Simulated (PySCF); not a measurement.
**Bond curve of LiAs⁺**

Set-up: PySCF, no relativity, basis sets Li pcseg-2, As pcseg-2. Energies in eV from Li⁺ + As in their ground configurations at the same level. State: ⁴Σ⁻ (quartet), unpaired electrons σ ↑, π ↑↑.

```
R (Å)     BP86
2.358  -0.2523
2.468  -0.3433
2.578  -0.3954
2.660  -0.4159
2.742  -0.4247
2.824  -0.4245
2.934  -0.4141
3.071  -0.3902
3.236  -0.3524
3.455  -0.2964
```

Problem. Put a parabola through the three lowest points of the BP86 curve and estimate Re, k and ωe (reduced mass 6.415 u; 1 eV/Å² = 0.16022 mdyn/Å; ωe = 1302.8·√(k/μ) cm⁻¹).

Solution. Through R = 2.66, 2.742, 2.824 Å the second-order coefficient is 0.669 eV/Å², so Re ≈ 2.781 Å, k ≈ 0.214 mdyn/Å and ωe ≈ 238 cm⁻¹. A polynomial fit of higher order to the unrounded BP86 energies gives Re = 2.780 Å, k = 0.184 mdyn/Å, ωe = 221 cm⁻¹; anharmonicity and rounding make the difference.

The higher-order fit for each curve: BP86: Re = 2.780 Å, ωe = 221 cm⁻¹, De = 0.426 eV.

Spin–orbit coupling is left out. For an ion De counts to the pair picked by the measured ionisation energies or electron affinities, which need not be the lowest pair at this level. The state is the lowest determinant that a PBE0 search found; another state may lie lower at other levels.
